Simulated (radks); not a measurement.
Values are calculated unless marked as measured or tabulated.
All-electron atom: the promethium ion Pm2+ in [Xe] 4f5.

Code: a radial shooting solver on a logarithmic mesh with Libxc functionals. Model: Dirac Kohn-Sham, PBE, spin-unpolarised, spherical densities, finite nucleus; open shells are shared between the two j in proportion to 2j + 1; Fermi nuclear charge, rms radius 4.962 fm.

Energy parts (hartree):
| part | energy |
|---|---|
| total | -10025.9141 |
| kinetic | 10840.0188 |
| electron-nucleus | -24501.4965 |
| Hartree | 3864.9527 |
| exchange-correlation | -229.3890 |

Orbitals (lengths in bohr, moments of r in powers of bohr; r(max) is where P^2 peaks):
orbital     occ.  eigenvalue (hartree)      <r^2>   r(max)
1s1/2          2             -1653.266  0.0007317  0.01479
2s1/2          2             -269.0840    0.01150  0.08396
2p1/2          2             -254.8539   0.008390  0.06370
2p3/2          4             -234.2659   0.009637  0.06924
3s1/2          2             -59.05024    0.07745   0.2388
3p1/2          2             -52.94701    0.07254   0.2258
3p3/2          4             -48.80694    0.07982   0.2376
3d3/2          4             -38.19734    0.06447   0.1898
3d5/2          6             -37.30013    0.06652   0.1932
4s1/2          2             -12.12371     0.3969   0.5524
4p1/2          2              -9.80142     0.4210   0.5590
4p3/2          4              -8.89834     0.4612   0.5843
4d3/2          4              -5.07896     0.5411   0.5981
4d5/2          6              -4.91849     0.5573   0.6063
4f5/2    2.14286              -0.56763      1.427   0.6343
4f7/2    2.85714              -0.55020      1.478   0.6395
5s1/2          2              -2.02011      2.329    1.291
5p1/2          2              -1.39907      2.971    1.414
5p3/2          4              -1.27771      3.306    1.488

The highest occupied level is 4f7/2 at -14.972 eV. The electron density at the nucleus is 4.927e+05 e/bohr^3. The density falls to 0.001 e/bohr^3 at r = 3.57 bohr. For comparison, the ionisation energy in NIST's Atomic Spectra Database is 22.4 eV (semi-empirical). In exact Kohn-Sham theory the highest level is minus the ionisation energy, but local and semilocal functionals leave it too shallow, through self-interaction and a potential that decays too fast; potentials with the right tail come closer.

Beside tabulated values, note that spin-unpolarised runs miss the spin-polarisation part of the exchange energy of open shells.
